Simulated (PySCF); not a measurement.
## Dipole response of Pt (platinum, neutral)

[Xe] 4f14 5d9 6s1, high-spin 3D determinant. Computed with PySCF 2.14 in aug-cc-pwCVTZ-PP with ECP60MDF, with scalar relativity through the core potential. Coupled (time-dependent) response in atomic units; α is the mean over directions.

```
method  mean α (bohr³)         α xx, yy, zz  C₆ (like pair)  S(−4)
 HSE06           39.88  39.43, 39.43, 40.79           377.6  726.6
```

S(−4) is the Cauchy moment in α(ω) = α(0) + S(−4) ω² + …

Reference α: 48 ± 4 bohr³ (recommended; Schwerdtfeger and Nagle, table of static dipole polarizabilities (2023 update)). Published C₆: 470.0 (Gould and Bucko (2016)).

Spin-orbit coupling is absent.

α(iu) at HSE06:

```
u (hartree)  α(iu) (bohr³)
          0          39.88
     0.0500          38.18
      0.100          34.13
      0.200          25.38
      0.300          19.27
      0.500          12.65
      0.750          8.621
       1.00          6.350
       1.50          3.913
       2.00          2.668
       3.00          1.467
       5.00         0.6298
```

A single London oscillator, α(iu) = α/(1 + u²/ω²), gives C₆ = (3/4) ω α². Matching the computed C₆ needs ω = 4 × 377.6 / (3 × 39.88²) = 0.317 hartree.

The components differ because the open shell of this determinant is not spherical; for a pure term their mean is the scalar polarisability.

Energies and moments cover only the electrons outside the core potential. Spin-orbit coupling, absent here, splits the open shell strongly.
